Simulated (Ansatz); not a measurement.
Reaction (ligand exchange at the Si–N bond): `C[SiH](O)N[SiH2]O` + `N[SiH2][SiH3]` → `O[SiH2]N[SiH2][SiH3]` + `C[SiH](N)O`

Calculated with Ansatz (gas phase, PBE0-D4/def2-TZVP geometries, no zero-point term in ΔE). CBS: MP2 limit from def2 TZ/QZ plus the TZ coupled-cluster correction, frozen cores. This one scheme is used for every species. Functionals use def2-TZVPP. Each species was taken in one conformer, which may not be the lowest.

**Question.** Is it downhill or uphill in electronic energy at CCSD(T)/CBS, and by how much? (An estimate is asked.)

**Answer.** Ansatz gave: Nearly level: ΔE = 0.00 eV.

**Question.** What do these levels give: r2SCAN, HF/def2-TZVPP, MP2/def2-TZVPP, SCS-MP2/def2-TZVPP, CCSD/def2-TZVPP, MP2/def2-QZVPP? (An estimate is asked.)

**Answer.** Computed: r2SCAN 0.03, HF/def2-TZVPP 0.04, MP2/def2-TZVPP 0.02, SCS-MP2/def2-TZVPP 0.02, CCSD/def2-TZVPP 0.02, MP2/def2-QZVPP 0.00 eV.

Largest T1 diagnostic among the species: 0.012.
